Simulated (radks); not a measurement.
Results of a calculation; reference values are marked as such.
Q: The mean radii <r> (bohr) of the occupied orbitals of an atom or ion are listed with their occupations. Level of theory: Dirac Kohn-Sham, PBE, spin-unpolarised, spherical densities, finite nucleus; Fermi nuclear charge, rms radius of each element as measured or else 0.836 A^(1/3) + 0.57 fm (a radial shooting solver on a logarithmic mesh with Libxc functionals).

| orbital | occ. | <r> |
|---|---|---|
| 1s1/2 | 2 | 0.01867 |
| 2s1/2 | 2 | 0.07835 |
| 2p1/2 | 2 | 0.06487 |
| 2p3/2 | 4 | 0.07271 |
| 3s1/2 | 2 | 0.2043 |
| 3p1/2 | 2 | 0.1942 |
| 3p3/2 | 4 | 0.2088 |
| 3d3/2 | 4 | 0.1829 |
| 3d5/2 | 6 | 0.1874 |
| 4s1/2 | 2 | 0.4587 |
| 4p1/2 | 2 | 0.4645 |
| 4p3/2 | 4 | 0.4976 |
| 4d3/2 | 4 | 0.5165 |
| 4d5/2 | 6 | 0.5280 |
| 5s1/2 | 2 | 1.092 |
| 5p1/2 | 2 | 1.199 |
| 5p3/2 | 4 | 1.293 |
| 4f5/2 | 6 | 0.6298 |
| 4f7/2 | 8 | 0.6400 |
| 5d3/2 | 1 | 1.725 |
| 6f5/2 | 1 | 7.181 |

Name the element and its charge. Open shells, if any, fill j = l - 1/2 first.

A: Z = 73, tantalum, charge +3: Ta3+ in [Xe] 4f14 5d1 6f1. The 1s radius gives Z: for a bare nucleus <r> = (2 gamma + 1)/(2Z) with gamma = sqrt(1 - (Z/c)^2), 0.01844 bohr for Z = 73, and screening makes it slightly larger (0.01867 here). The occupations add up to 70, and the charge is Z minus that.
